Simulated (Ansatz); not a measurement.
`[O][Si](F)(F)F` radical, one more setting.

```yaml
crystal:
  periodic: [false, false, false]
  atoms:
    - {symbol: O, position_ang: [1.077044, 1.240696, -0.031475]}
    - {symbol: Si, position_ang: [-0.011804, -0.013714, -0.033439]}
    - {symbol: F, position_ang: [-1.293978, 0.340312, -0.711141]}
    - {symbol: F, position_ang: [0.691528, -1.189604, -0.737307]}
    - {symbol: F, position_ang: [-0.349016, -0.397780, 1.400609]}
basis:
  gaussian: {orbitals: x2c-TZVPPall}
total_charge: 1
hamiltonian: {xc: {name: wB97X-V}}
```

```sh
$ ansatz run in.yaml --threads 4 --pin off --events-out ev --progress --plain --max-ram 10444MiB
```

Output, abridged:

```
Functional definition: wB97X-V
921 factors; their error is unknown
160 factors; integrals over basis functions are off by at most 4.3e-6 eV
mean field evaluation 1: about -18079.4640 eV, gradient 8.3e1 eV
mean field evaluation 2: about -18030.8558 eV, gradient 1.7e2 eV
mean field evaluation 4: about -18088.2794 eV, gradient 1.5e1 eV
mean field evaluation 8: about -18089.0002 eV, gradient 9.2e-1 eV
mean field evaluation 16: about -18089.0295 eV, gradient 3.6e-2 eV
mean field evaluation 32: about -18089.0314 eV, gradient 4.8e-4 eV
mean field -18089.03137218 eV, -664.7596417416 hartree, gradient 7.0e-6 eV, S^2 0.000000; 2 other end points of the search recorded, 0 dependent functions left out
reference -18089.03137111 eV, -664.7596417025 hartree; 24, 24 occupied and 142, 142 virtual orbitals, 921 factors
Total energy: -18089.03137111 eV, -664.7596417025 hartree
Relativity: scalar
```

It took 16 s on 4 threads of an Arm Neoverse V2 on a shared host, with 0.51 GiB of host memory at the peak.
